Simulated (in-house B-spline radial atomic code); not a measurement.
Whole-atom quantities along the 15-electron series, configuration [Ne] 3s2 3p3. Breit and QED terms are first order and not part of the total energy; the density at the nucleus is averaged over the nuclear charge. Computed with an all-electron radial atomic-structure program (B-spline basis): Dirac-Hartree-Fock, average of the configuration, finite nuclei.

```
  ion   Z  E/Z² (Eh)  Σ<r²> (bohr²)  n(0)/Z³ (bohr⁻³)  Lamb diamagnetic shielding (ppm)  repulsion over attraction  Breit energy (eV)  self-energy (eV)  vacuum polarisation (eV)  Dirac less non-relativistic energy (Eh)
    P  15    -1.5178         31.097           0.70288                            965.17                    0.16052             1.8996            1.3283                 -0.084578                                  -0.8458
   S+  16    -1.5555         21.033           0.71481                           1048.06                    0.15459             2.3801            1.6737                  -0.10983                                  -1.1199
 Cl2+  17    -1.5902         15.586           0.72678                           1130.78                    0.14855             2.9384            2.0783                  -0.14036                                  -1.4575
 Ar3+  18    -1.6223          12.16           0.73913                           1213.48                    0.14266             3.5805            2.5475                  -0.17687                                  -1.8677
  K4+  19    -1.6518          9.817           0.75201                           1296.25                    0.13702             4.3125            3.0868                  -0.22009                                  -2.3607
 Ca5+  20    -1.6792         8.1241           0.76503                           1379.14                    0.13168             5.1404            3.7019                  -0.27081                                  -2.9471
 Sc6+  21    -1.7045         6.8519           0.77823                           1462.18                    0.12665             6.0702            4.3984                  -0.32986                                  -3.6383
 Ti7+  22          ?              ?                 ?                                 ?                          ?                  ?                 ?                         ?                                        ?
  V8+  23    -1.7502         5.0861           0.80633                           1628.82                    0.11748             8.2602            6.0598                  -0.47654                                  -5.3847
 Cr9+  24    -1.7707         4.4551           0.82092                           1712.47                    0.11332             9.5327            7.0368                  -0.56607                                  -6.4662
Mn10+  25          ?              ?                 ?                                 ?                          ?                  ?                 ?                         ?                                        ?
Fe11+  26          ?              ?                 ?                                 ?                          ?                  ?                 ?                         ?                                        ?
Co12+  27    -1.8253         3.1425           0.86757                           1964.95                    0.10227             14.135            10.628                  -0.91213                                  -10.718
Ni13+  28    -1.8415         2.8336           0.88488                           2049.67                   0.099009             15.951            12.067                   -1.0572                                  -12.525
Cu14+  29    -1.8569         2.5684           0.90144                            2134.7                   0.095938             17.919            13.638                   -1.2191                                  -14.553
Zn15+  30    -1.8714          2.339           0.91931                           2220.05                   0.093038             20.045            15.348                   -1.3992                                  -16.823
Ga16+  31    -1.8853          2.139           0.93751                           2305.75                   0.090298             22.336            17.204                    -1.599                                  -19.353
Ge17+  32    -1.8985         1.9637           0.95624                            2391.8                   0.087704             24.797            19.213                     -1.82                                  -22.162
As18+  33    -1.9112         1.8091           0.97649                           2478.23                   0.085245             27.436            21.383                   -2.0637                                  -25.273
Se19+  34    -1.9233         1.6719            0.9972                           2565.04                   0.082913             30.259            23.722                   -2.3317                                  -28.705
Br20+  35    -1.9349         1.5497            1.0191                           2652.26                   0.080697             33.273            26.236                   -2.6257                                  -32.483
Kr21+  36    -1.9461         1.4404            1.0418                            2739.9                   0.078589             36.484            28.935                   -2.9477                                   -36.63
Rb22+  37    -1.9569         1.3421            1.0656                           2827.99                   0.076582               39.9            31.826                   -3.2994                                  -41.169
Sr23+  38    -1.9673         1.2534            1.0904                           2916.53                   0.074669             43.526            34.917                   -3.6828                                  -46.127
```

(1) Fill in the row of Ti7+.

(2) Fill in the row of Mn10+.

(3) Fill in the row of Fe11+.

(4) With what power of Z does the column «self-energy (eV)» change over this range?

Answers

(1) E/Z² (Eh): -1.7281; Σ<r²> (bohr²): 5.8669; n(0)/Z³ (bohr⁻³): 0.79194; Lamb diamagnetic shielding (ppm): 1545.4; repulsion over attraction: 0.12192; Breit energy (eV): 7.1081; self-energy (eV): 5.1824; vacuum polarisation (eV): -0.39813; Dirac less non-relativistic energy (Eh): -4.4466.

(2) E/Z² (Eh): -1.7901; Σ<r²> (bohr²): 3.9369; n(0)/Z³ (bohr⁻³): 0.83584; Lamb diamagnetic shielding (ppm): 1796.36; repulsion over attraction: 0.1094; Breit energy (eV): 10.932; self-energy (eV): 8.1195; vacuum polarisation (eV): -0.66778; Dirac less non-relativistic energy (Eh): -7.7054.

(3) E/Z² (Eh): -1.8082; Σ<r²> (bohr²): 3.5057; n(0)/Z³ (bohr⁻³): 0.85152; Lamb diamagnetic shielding (ppm): 1880.52; repulsion over attraction: 0.10573; Breit energy (eV): 12.464; self-energy (eV): 9.3145; vacuum polarisation (eV): -0.78275; Dirac less non-relativistic energy (Eh): -9.1175.

(4) A fit of the logarithm of its size against log Z from Z = 15 to 38 has slope 3.51. One-loop self-energy scales as Z⁴F(Zα), with F falling from low Z to about Z = 90.
